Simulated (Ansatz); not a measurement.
Ansatz (an electronic-structure program) input (B3LYP/def2-TZVPD):

Ansatz 0.2 input:
```yaml
crystal:
  periodic: [false, false, false]
  atoms:
    - {symbol: Si, position_ang: [0.74709231, 0.60446813, -0.39817545]}
    - {symbol: C, position_ang: [1.63938611, -1.01782919, -0.46059291]}
    - {symbol: F, position_ang: [1.32149829, 1.43786697, 0.85560078]}
    - {symbol: N, position_ang: [-0.95265188, 0.37092452, -0.24177445]}
    - {symbol: Si, position_ang: [-1.86883619, -0.95127389, 0.41874737]}
    - {symbol: H, position_ang: [0.99190622, 1.46195534, -1.57570154]}
    - {symbol: H, position_ang: [1.30019972, -1.62179430, -1.30385292]}
    - {symbol: H, position_ang: [2.71219800, -0.84769450, -0.56965284]}
    - {symbol: H, position_ang: [1.48364500, -1.59344838, 0.45359504]}
    - {symbol: H, position_ang: [-1.50561405, 1.20146575, -0.41833872]}
    - {symbol: H, position_ang: [-1.13433431, -2.21055804, 0.12373562]}
    - {symbol: H, position_ang: [-3.20482433, -0.96494461, -0.24221986]}
basis:
  gaussian:
    orbitals: def2-TZVPD
hamiltonian:
  xc: {name: B3LYP}
magnetization: {spin_polarized: true, initial_magnetization: 1}
output: {forces: true}
```

End of the output:

```
reference -21119.73917786 eV, -776.1360993131 hartree; 29, 28 occupied and 234, 235 virtual orbitals, 1485 factors
Total energy: -21119.73917786 eV, -776.1360993131 hartree
Atom 0 at     0.747092     0.604468    -0.398175 Å, force     0.015611     0.001957    -0.047703 eV/Å
Atom 1 at     1.639386    -1.017829    -0.460593 Å, force     0.031551    -0.010410    -0.000843 eV/Å
Atom 2 at     1.321498     1.437867     0.855601 Å, force     0.019934     0.033066     0.037530 eV/Å
Atom 3 at    -0.952652     0.370925    -0.241774 Å, force    -0.024889     0.008007     0.015405 eV/Å
Atom 4 at    -1.868836    -0.951274     0.418747 Å, force    -0.060416    -0.019187    -0.004594 eV/Å
Atom 5 at     0.991906     1.461955    -1.575702 Å, force     0.006328     0.014423    -0.003672 eV/Å
Atom 6 at     1.300200    -1.621794    -1.303853 Å, force     0.013912    -0.010493    -0.008540 eV/Å
Atom 7 at     2.712198    -0.847695    -0.569653 Å, force     0.010289    -0.005545    -0.002783 eV/Å
Atom 8 at     1.483645    -1.593448     0.453595 Å, force     0.015314    -0.012702     0.002717 eV/Å
Atom 9 at    -1.505614     1.201466    -0.418339 Å, force    -0.013628     0.010064    -0.006594 eV/Å
Atom 10 at    -1.134334    -2.210558     0.123736 Å, force    -0.016132    -0.005961     0.007813 eV/Å
Atom 11 at    -3.204824    -0.964945    -0.242220 Å, force     0.002125    -0.003219     0.011264 eV/Å
Dipole moment:    -0.081072    -0.100105    -0.254194 e Å
```

It need not be the lowest isomer of its formula.
